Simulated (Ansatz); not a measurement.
One change: `O[SiH2]F` becomes `F[SiH2][O][GeH2][Cl]`.

Ansatz, PBE0-D4/def2-TZVP geometries, multiplicity 1. Each molecule was computed in one conformer, which needn't be the lowest.

Scalar relativity is left out up to krypton.

```
                                          property  `O[SiH2]F`
size of the dipole moment (ωB97M-V/def2-TZVPP) / D        1.60
              HOMO–LUMO gap (PBE0/def2-TZVPP) / eV        9.69
                 LUMO energy (PBE/def2-TZVPP) / eV       -0.51
                 HOMO energy (PBE/def2-TZVPP) / eV       -7.81
    size of the dipole moment (PBE/def2-TZVPP) / D        1.55
             HOMO–LUMO gap (B3LYP/def2-TZVPP) / eV        9.16
```

(1) What does the change do to each property? (Best estimate.)

## Answers

(1) The calculation gave: 
```json
{"property": "size of the dipole moment (ωB97M-V/def2-TZVPP) / D", "`F[SiH2][O][GeH2][Cl]`": "1.96", "shift": "0.36"}
{"property": "HOMO–LUMO gap (PBE0/def2-TZVPP) / eV", "`F[SiH2][O][GeH2][Cl]`": "8.85", "shift": "-0.84"}
{"property": "LUMO energy (PBE/def2-TZVPP) / eV", "`F[SiH2][O][GeH2][Cl]`": "-1.19", "shift": "-0.68"}
{"property": "HOMO energy (PBE/def2-TZVPP) / eV", "`F[SiH2][O][GeH2][Cl]`": "-7.60", "shift": "0.21"}
{"property": "size of the dipole moment (PBE/def2-TZVPP) / D", "`F[SiH2][O][GeH2][Cl]`": "1.86", "shift": "0.31"}
{"property": "HOMO–LUMO gap (B3LYP/def2-TZVPP) / eV", "`F[SiH2][O][GeH2][Cl]`": "8.29", "shift": "-0.87"}
```

With PBE0 the HOMO rises by 0.28 eV and the LUMO falls by 0.57 eV, so the gap narrows by about 0.85 eV. PBE moves the HOMO by 0.21 eV and ωB97M-V by 0.33 eV. The zero-point energy changes by 22.2 kJ/mol with +9 modes. Dipoles are sizes alone; their direction can turn.

B3LYP here is the variant with VWN-RPA as its local correlation; programs differ in this.
